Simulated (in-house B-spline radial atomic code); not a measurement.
**RPA and G0W0 on SCAN: Tc II (Tc+)**

Configuration [Kr] 4d5 5s1, highest spin, mean-field start SCAN. Computed with a B-spline radial code for spherical atoms: all electrons, non-relativistic, point nucleus, each spin shell either full or empty, empty states to l = 9 with an (l + 1/2)⁻⁴ tail; G0W0 by contour deformation at full frequency.

Without relativity these are model numbers: it shifts the levels of so heavy an element strongly and can reorder them.

Command:
```bash
python run_gw.py task.json out
```
Settings (radii: box in bohr, nucleus in fm):
```
Z                        43
electrons                42
configuration            [Kr] 4d5 5s1
hamiltonian              nr
method                   scan,scan
lmax                     9
spin_polarised           True
box_radius               23.78
intervals                54
ion_configuration        [Kr] 4d5
```

Run time, properties included: 4.4 s on 1 thread of AMD EPYC 9R45 96-Core Processor (shared host).

Energies (hartree):

```
                                     term        value
                         mean-field total  -4206.97084
Hartree-Fock functional on these orbitals  -4204.57624
                      direct second order      -3.4869
                    second-order exchange       1.0236
                         SOSEX correction      0.94016
```

Question: What is the RPA correlation energy, and what remains with SOSEX?

Answer: RPA gives -3.0451 hartree (-1.97 eV per electron); RPA + SOSEX gives -2.1049, and the second-order doubles -2.4632 hartree (no singles). RPA lacks exchange-type terms and so overcorrelates at short range.

Quasi-particle levels (eV):

```tsv
level	occupied	mean field	Σx - vxc	Σc	QP weight	G0W0
5s up	yes	-12.139	-1.87	?	?	?
4d down	no	-10.742	8.06	-4.63	0.870	-7.311
```

G0W0 = mean field + (Σx - vxc) + Σc, with Σc (partial-wave tail included) taken at the quasi-particle energy. Only the outer levels were computed. Levels of low weight are left out.

Question: Where does G0W0 put 5s up?

Answer: At -15.362 eV, with Σc = -1.36 eV and a quasi-particle weight of 0.934. The tabulated removal energy is 15.260 eV (NIST, semi-empirical); the calculation leaves out relativity, Breit and QED terms, and what these don't explain is the method's own error.

Question: What does it cost to remove one electron (to [Kr] 4d5) by differences of total energies, each species on its own start (correlation terms add to the Hartree-Fock functional)?

Answer: SCAN 15.090 eV, Hartree-Fock functional 13.573 eV, + RPA 15.174 eV, + RPA + SOSEX 14.353 eV, + second order 15.168 eV. Tabulated: 15.260 eV (NIST, semi-empirical); the calculation leaves out relativity, Breit and QED terms, and what these don't explain is the method's own error.
